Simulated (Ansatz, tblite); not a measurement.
Forces on Si(GeH3)2H2 (SiGe₂H₈) at its PBE0-D4/def2-SVP geometry. Total charge 0; singlet.

The xTB rows come from tblite. Another isomer (singlet) lies 0.12 eV lower at PBE0-D4/def2-TZVP; other spin states weren't run for this one.

GFN1-xTB (tblite), largest force 0.73 eV/Å:

```xyz
11
positions Å, forces eV/Å
Ge    0.144    0.657    1.883   -0.121   -0.153   -0.055
Ge    0.319   -0.120   -1.970   -0.128   -0.119    0.098
Si   -0.642   -0.742    0.120    0.175    0.205   -0.031
H     1.683    0.738    1.853   -0.649    0.129    0.219
H    -0.289    0.114    3.258    0.317    0.442   -0.482
H    -0.419    2.081    1.719    0.373   -0.523    0.278
H     1.846   -0.320   -1.927   -0.620    0.176   -0.260
H     0.032    1.363   -2.270    0.259   -0.645   -0.098
H    -0.254   -0.971   -3.120    0.405    0.507    0.328
H    -2.133   -0.638    0.036    0.249   -0.220    0.057
H    -0.287   -2.165    0.419   -0.261    0.202   -0.054
```

GFN2-xTB (tblite), largest force 0.63 eV/Å:

```
Ge -0.210 -0.369 -0.460
Ge -0.256 -0.165 0.545
Si -0.020 -0.029 0.007
H -0.522 0.153 0.237
H 0.272 0.396 -0.346
H 0.336 -0.395 0.295
H -0.493 0.167 -0.291
H 0.246 -0.521 -0.146
H 0.355 0.423 0.214
H 0.466 -0.094 0.037
H -0.174 0.433 -0.092
```

PBE-D4/def2-TZVP (Ansatz), largest force 0.12 eV/Å:

```
Ge -0.029 -0.056 -0.077
Ge -0.040 -0.021 0.089
Si -0.008 -0.010 0.002
H 0.120 0.009 0.007
H -0.034 -0.034 0.114
H -0.034 0.115 -0.010
H 0.120 -0.009 -0.004
H -0.019 0.116 -0.031
H -0.040 -0.064 -0.099
H -0.032 -0.013 0.002
H -0.004 -0.033 0.005
```
